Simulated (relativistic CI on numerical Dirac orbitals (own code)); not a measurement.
# Rh⁵⁺: 4p photoemission

Computed with this model: Dirac-Coulomb-Breit CI, orbitals from a KLI potential per configuration, QED by a radiative potential, valence Slater integrals scaled by 0.9, multiplet model of photoemission in the sudden approximation; configurations [Kr] 4d4 → [Ar] 3d10 4s2 4p5 4d4; 300 K; Lorentzian 1.68 eV and Gaussian 0.6 eV FWHM. Energies are those of the free ion, without screening or charge transfer. The energies are binding energies and can lie tens of eV above those of solids. S is read from ⟨S²⟩ = S(S + 1).

Field parameters in Wybourne normalisation: D3d B²₀ = −7Dσ, B⁴₀ = −14Dq − 21Dτ, B⁴₃ = −14√(10/7) Dq; Oh B⁴₀ = 21Dq, B⁴₄ = √(5/14) B⁴₀. The field is a parameter set, without covalency.

Peaks in eV (height, largest 100): 124.0 (100), 126.2 (81), 141.6 (22), 147.0 (25).

(1) Which surroundings give this spectrum?
A. D3d, 10Dq = 15700, Dσ = -1020, Dτ = 440 cm⁻¹
B. Oh, 10Dq = 33550 cm⁻¹
C. free ion

## Answers

(1) A. D3d, 10Dq = 15700, Dσ = -1020, Dτ = 440 cm⁻¹, where the ground state has S = 1.84.
